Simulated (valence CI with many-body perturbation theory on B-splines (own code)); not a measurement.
**E1 transitions of Tm⁶³⁺**

Method: valence CI with perturbative core correlation (CI+MBPT): four valence electrons over a frozen Dirac-Fock core [He], a basis of 11 s, 11 p, 10 d, 8 f, 5 g, 2 h functions for each j, with the one-electron correlation potential Σ1 (screened to all orders), the two-electron term Σ2, the three-electron term Σ3, Breit, model QED; selected single and double excitations, second order for the rest, scaled by the run's own slope (own B-spline code, finite nucleus).

No measured spectrum was set against this ion. As an estimate, large intervals hold to a few tenths of a per cent, small ones and those within an open d or f shell to about a per cent. Among the levels kept, up to 990 cm⁻¹ of a level comes from second order outside the variational space, and about a tenth of that is noise between levels of different J, which matters for small intervals.

Lines 101 to 150 of 535 in falling wavelength, among levels below 11999 eV, chosen from the strongest by gf and those to the six lowest levels. Wavelengths and rates use the calculated energies. Electric multipoles are in the length gauge with retardation, E1 and E2 with the static RPA response of the core. Weak lines are less certain than strong ones. Lines between different terms over intervals too small for the method are left out, as are lines whose strength nearly cancels. The highest levels of a list are the least certain.

Levels are named by their leading jj configuration (3d3/2^4 stands for four electrons in 3d with j = 3/2), which in mixed levels can hold well under half, so a name can repeat and another be missing. Letters in brackets count levels of one name in rising energy.

| λ vac (Å) | Upper | Lower | A (s⁻¹) | log gf | Branch % |
| --- | --- | --- | --- | --- | --- |
| 31.84 | (2s 2p1/2 2p3/2 3p3/2) J=2 [a] | (2s 2p1/2 2p3/2 3s) J=1 [a] | 3.18e+11 | -0.62 | 0.1 |
| 31.77 | (2p1/2 2p3/2^2 3p3/2) J=1 [c] | (2p1/2 2p3/2^2 3s) J=0 | 4.68e+11 | -0.67 | 0.1 |
| 31.77 | (2p1/2^2 2p3/2 3d3/2) J=1 | (2p1/2^2 2p3/2 3p1/2) J=1 | 3.28e+11 | -0.83 | 0.1 |
| 31.66 | (2p1/2^2 2p3/2 3p3/2) J=3 | (2p1/2^2 2p3/2 3s) J=2 | 5.48e+11 | -0.24 | 0.2 |
| 31.65 | (2s 2p3/2^2 3p3/2) J=2 [b] | (2s 2p3/2^2 3s) J=1 [a] | 5.19e+11 | -0.41 | 1.0 |
| 31.65 | (2s 2p1/2 2p3/2 3d3/2) J=3 [b] | (2s 2p1/2 2p3/2 3p1/2) J=3 | 2.41e+11 | -0.60 | 0.0 |
| 31.61 | (2s 2p1/2 2p3/2 3p3/2) J=4 | (2s 2p1/2 2p3/2 3s) J=3 | 6.56e+11 | -0.05 | 27.3 |
| 31.61 | (2s 2p1/2 2p3/2 3p3/2) J=3 [b] | (2s 2p1/2 2p3/2 3s) J=2 [b] | 2.73e+11 | -0.54 | 0.1 |
| 31.55 | (2s 2p3/2^2 3p3/2) J=2 [c] | (2s 2p3/2^2 3s) J=2 [b] | 1.93e+11 | -0.84 | 0.6 |
| 31.54 | (2s 2p3/2^2 3p3/2) J=3 [a] | (2s 2p3/2^2 3s) J=3 | 4.32e+11 | -0.35 | 0.3 |
| 31.49 | (2s 2p3/2^2 3d5/2) J=2 [a] | (2s 2p3/2^2 3p1/2) J=1 [b] | 2.03e+11 | -0.82 | 0.0 |
| 31.45 | (2p1/2 2p3/2^2 3p3/2) J=2 [c] | (2p1/2 2p3/2^2 3s) J=1 [b] | 5.43e+11 | -0.39 | 0.2 |
| 31.27 | (2s 2p3/2^2 3p3/2) J=2 [c] | (2s 2p3/2^2 3s) J=1 [b] | 2.82e+11 | -0.68 | 0.9 |
| 31.13 | (2s 2p1/2 2p3/2 3p3/2) J=1 [b] | (2s 2p1/2 2p3/2 3s) J=2 [b] | 6.96e+11 | -0.52 | 0.2 |
| 31.13 | (2p1/2 2p3/2^2 3d3/2) J=3 [b] | (2p1/2 2p3/2^2 3p1/2) J=3 | 2.26e+11 | -0.64 | 0.0 |
| 31.05 | (2s^2 2p1/2 3p3/2) J=2 | (2s^2 2p1/2 3s) J=1 | 7.61e+11 | -0.26 | 21.5 |
| 31.04 | (2s 2p1/2 2p3/2 3p3/2) J=2 [d] | (2s 2p1/2 2p3/2 3s) J=2 [c] | 3.18e+11 | -0.64 | 0.2 |
| 30.75 | (2s 2p3/2^2 3p3/2) J=2 [c] | (2s 2p3/2^2 3s) J=1 [a] | 2.26e+11 | -0.80 | 0.7 |
| 30.72 | (2s 2p1/2 2p3/2 3p3/2) J=1 [c] | (2s 2p1/2 2p3/2 3s) J=1 [c] | 3.51e+11 | -0.83 | 0.2 |
| 30.66 | (2s^2 2p1/2 3p3/2) J=1 | (2s^2 2p1/2 3s) J=0 | 5.48e+11 | -0.64 | 13.5 |
| 30.63 | (2p1/2 2p3/2^2 3p3/2) J=1 [b] | (2p1/2 2p3/2^2 3s) J=2 [b] | 3.42e+11 | -0.84 | 0.1 |
| 30.53 | (2s 2p1/2^2 3p3/2) J=2 | (2s 2p1/2^2 3s) J=1 | 7.29e+11 | -0.29 | 3.1 |
| 30.44 | (2s 2p1/2 2p3/2 3p3/2) J=2 [b] | (2s 2p1/2 2p3/2 3s) J=3 | 2.24e+11 | -0.81 | 0.1 |
| 30.39 | (2s 2p1/2 2p3/2 3p3/2) J=2 [d] | (2s 2p1/2 2p3/2 3s) J=1 [b] | 4.50e+11 | -0.51 | 0.2 |
| 30.36 | (2s 2p3/2^2 3p3/2) J=2 [a] | (2s 2p3/2^2 3s) J=2 [a] | 6.38e+11 | -0.36 | 0.2 |
| 30.29 | (2s^2 2p3/2 3p3/2) J=2 | (2s^2 2p3/2 3s) J=1 | 4.50e+11 | -0.51 | 4.4 |
| 30.22 | (2s 2p1/2 2p3/2 3p3/2) J=1 [c] | (2s 2p1/2 2p3/2 3s) J=0 | 4.14e+11 | -0.77 | 0.2 |
| 30.10 | (2p1/2^2 2p3/2 3p3/2) J=2 | (2p1/2^2 2p3/2 3s) J=1 | 2.97e+11 | -0.70 | 0.1 |
| 29.88 | (2s 2p1/2 2p3/2 3p3/2) J=1 [d] | (2s 2p1/2 2p3/2 3s) J=1 [b] | 4.95e+11 | -0.70 | 1.8 |
| 29.84 | (2s 2p1/2 2p3/2 3p3/2) J=2 [a] | (2s 2p1/2 2p3/2 3s) J=2 [a] | 3.64e+11 | -0.61 | 0.1 |
| 29.77 | (2s 2p1/2 2p3/2 3p3/2) J=3 [b] | (2s 2p1/2 2p3/2 3s) J=3 | 4.68e+11 | -0.36 | 0.2 |
| 29.69 | (2p1/2 2p3/2^2 3p3/2) J=2 [b] | (2p1/2 2p3/2^2 3s) J=2 [b] | 5.24e+11 | -0.46 | 0.2 |
| 29.69 | (2s^2 2p3/2 3p3/2) J=2 | (2s^2 2p3/2 3s) J=2 | 4.39e+11 | -0.54 | 4.2 |
| 29.61 | (2p1/2^2 2p3/2 3p3/2) J=2 | (2p1/2^2 2p3/2 3s) J=2 | 3.19e+11 | -0.68 | 0.1 |
| 29.10 | (2s 2p3/2^2 3p3/2) J=1 [c] | (2s 2p3/2^2 3s) J=1 [b] | 7.33e+11 | -0.55 | 0.5 |
| 29.05 | (2p1/2 2p3/2^2 3p3/2) J=1 [b] | (2p1/2 2p3/2^2 3s) J=1 [a] | 4.40e+11 | -0.78 | 0.1 |
| 28.56 | (2s 2p3/2^2 3p3/2) J=2 [a] | (2s 2p3/2^2 3s) J=3 | 2.30e+11 | -0.85 | 0.1 |
| 28.55 | (2s^2 2p3/2 3p3/2) J=0 | (2s^2 2p3/2 3s) J=1 | 1.07e+12 | -0.88 | 9.0 |
| 9.919 | (2s 2p3/2^2 3d5/2) J=5 | (2s^2 2p3/2 3d5/2) J=4 | 1.15e+12 | -0.73 | 91.7 |
| 9.908 | (2s 2p3/2^2 3p3/2) J=4 | (2s^2 2p3/2 3p3/2) J=3 | 1.21e+12 | -0.79 | 34.0 |
| 9.903 | (2s 2p3/2^2 3s) J=3 | (2s^2 2p3/2 3s) J=2 | 1.42e+12 | -0.83 | 1.7 |
| 9.880 | (2p1/2 2p3/2^2 3d5/2) J=3 | (2s 2p1/2 2p3/2 3d5/2) J=2 [c] | 1.44e+12 | -0.83 | 2.8 |
| 9.879 | (2p1/2 2p3/2^2 3p3/2) J=2 [a] | (2s 2p1/2 2p3/2 3p3/2) J=1 [c] | 1.81e+12 | -0.88 | 0.4 |
| 9.869 | (2s 2p3/2^2 3d3/2) J=4 | (2s^2 2p3/2 3d3/2) J=3 | 1.18e+12 | -0.81 | 0.1 |
| 9.850 | (2s 2p3/2^2 3p1/2) J=3 | (2s^2 2p3/2 3p1/2) J=2 | 1.32e+12 | -0.87 | 0.4 |
| 9.802 | (2s 2p1/2 2p3/2^2) J=2 [a] | (2s^2 2p1/2 2p3/2) J=1 | 1.45e+12 | -0.98 | 97.8 |
| 9.762 | (2p1/2 2p3/2^2 3p3/2) J=3 [a] | (2s 2p1/2 2p3/2 3p3/2) J=2 [c] | 3.29e+12 | -0.48 | 1.0 |
| 9.761 | (2p1/2 2p3/2^2 3d5/2) J=4 | (2s 2p1/2 2p3/2 3d5/2) J=3 [c] | 2.84e+12 | -0.44 | 19.3 |
| 9.739 | (2p1/2 2p3/2^2 3s) J=2 [a] | (2s 2p1/2 2p3/2 3s) J=1 [c] | 2.60e+12 | -0.73 | 4.1 |
| 9.715 | (2p1/2 2p3/2^2 3p3/2) J=3 [b] | (2s 2p1/2 2p3/2 3p3/2) J=2 [d] | 2.30e+12 | -0.64 | 0.7 |

**Question.** How does gf follow from A for the line at 9.903 Å?

**Answer.** gf = 1.4992 × (2J+1)_upper × A / σ², with σ = 10098284 cm⁻¹ and 2J+1 = 7: gf = 0.146.
